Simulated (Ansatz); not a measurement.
The first iterations of a band of F$_{2}$GeH$_{2}$ (5 atoms, charge 0, multiplicity 1).

Method: Ansatz, RKS B3LYP-D4/def2-SVP.

- movable images: 5
- climbing image: yes
- spring: 5.0 eV/Å²
- optimiser: quadratic models (default)
- start path: through a guess of the saddle point
- force threshold: 0.05 eV/Å
- iteration limit: 60
- end points: relaxed

First end point:

```xyz
5
Properties=species:S:1:pos:R:3
Ge 0.294 -0.057 0.112
F 0.328 -0.012 1.847
H 1.737 0.064 -0.390
F -0.559 1.378 -0.368
H -0.546 -1.267 -0.313
```

Last end point:

```xyz
5
Properties=species:S:1:pos:R:3
Ge 0.386 -0.640 -0.802
F 1.123 0.003 1.296
H 0.705 0.797 0.948
F -0.005 1.132 -0.458
H -0.955 -1.185 -0.095
```

| iteration | highest image above the first end (eV) | largest band force component (eV/Å) |
| --- | --- | --- |
| 1 | 4.013 | 10.770 |
| 2 | 2.761 | 2.106 |
| 3 | 2.577 | 1.594 |
| 4 | 2.749 | 1.472 |

Does the band converge within its limit, and where does its top end?

The run converged. It ended after 12 iterations with the highest image 2.575 eV above the first end. Neighbouring images differ by up to 1.7 eV, so the band resolves the path poorly. A vibrational analysis at the climbing image gives one clearly imaginary mode, 1302i cm⁻¹: a first-order saddle point. The orbitals stay closed-shell, which can raise the energy where a bond breaks towards radicals; this wasn't checked here.

Time of the run: 71 s on 2 threads of Arm Neoverse V1, with other jobs on the host, peak memory 0.14 GiB.
